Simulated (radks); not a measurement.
Values are calculated unless marked as measured or tabulated.
Coulomb parameter of the 3d shell of the iron ion Fe3+ in the model configuration [Ar] 3d4 4s1, as a second difference U = [E(n + 0.5) + E(n - 0.5) - 2 E(n)] / (0.5)^2 with all orbitals relaxed. "Bare": the charge of the atom changes with n. "Screened": the 4s shell takes up the change at fixed total charge, which measures U(3d,3d) + U(4s,4s) - 2 U(3d,4s). Code: a radial shooting solver on a logarithmic mesh with Libxc functionals. Model: scalar-relativistic Kohn-Sham, BLYP, spin-unpolarised, spherical densities, point nucleus.

case              configuration  E - E(n) (eV)
start              [Ar] 3d4 4s1          0.000
bare +0.5        [Ar] 3d4.5 4s1        -22.827
bare -0.5        [Ar] 3d3.5 4s1         27.843
screened +0.5  [Ar] 3d4.5 4s0.5         -7.576
screened -0.5  [Ar] 3d3.5 4s1.5          8.888

U(bare) = 20.064 eV, U(screened by 4s) = 5.249 eV, against the Slater integral F0(3d,3d) = 26.660 eV with frozen orbitals.
